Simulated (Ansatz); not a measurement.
Correlation energies of `C=C=C[SeH]` by basis set

```xyz
8

C    -1.430   -0.689   -0.827
C    -0.295   -0.327   -0.307
C     0.832    0.032    0.226
Se    0.897    1.110    1.803
H    -1.882   -0.124   -1.637
H    -1.959   -1.567   -0.471
H     1.781   -0.334   -0.148
H     2.056    1.900    1.361
```

Charge 0, multiplicity 1. Correlated methods include outer-core shells of Se, which these sets cover unevenly. Scalar relativity is left out up to krypton. Geometry: relaxed with PBE0-D4/def2-TZVP. It is one conformer, not always the lowest. Frozen core, restricted reference, Ansatz 0.2.0.

| basis | HF (Eh) | MP2 corr. |
| --- | --- | --- |
| def2-SVP | -2515.31765 | -0.62368 |
| def2-TZVPP | -2515.74675 | -0.74427 |
| def2-QZVPP | -2515.79918 | -1.07672 |

**Question.** Estimate the CCSD correlation energy and the (T) correction in each basis where they were run (hartree).

**Answer.** 
```
     basis  CCSD corr.       (T)
  def2-SVP    -0.65681  -0.02394
def2-TZVPP    -0.77126  -0.03597
```
